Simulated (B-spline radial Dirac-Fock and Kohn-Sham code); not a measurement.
## Binding energies of Fe¹⁴⁺ at several levels of theory

System: Fe¹⁴⁺ in the configuration [Ne] 3s2.

The density-functional columns are spherical, spin-unpolarised Dirac-Kohn-Sham results without Breit or QED terms: −ε is minus the orbital energy of the initial state and ΔSCF the difference of two total energies. The reference in the last column comes from relaxed Dirac-Fock hole states (ΔSCF) with Breit and QED corrections and a finite nucleus. All numbers are from a radial B-spline solver, in eV; a selection of levels is shown. For the 1s level of heavy atoms much of the gap between ΔSCF and the reference is the Breit and QED part, -11.4 eV here; for other levels the error of the functional can be larger.

```tsv
level	LDA −ε	LDA ΔSCF	Dirac-Fock
K	7430.8	7606.2	7594.5
L1	1244.3	1285.8	1306.7
L2	1136.8	1184.4	1181.2
L3	1124.0	1171.0	1168.7
M1	441.5	457.6	452.9
```

For the outermost level NIST gives 456.2 ± 0.5 eV (measured); the differences from it are LDA −ε -14.69, LDA ΔSCF +1.43, Dirac-Fock -3.32 eV.

Values without a named source are computed, but for edge energies of neutral atoms, which are taken from tables.
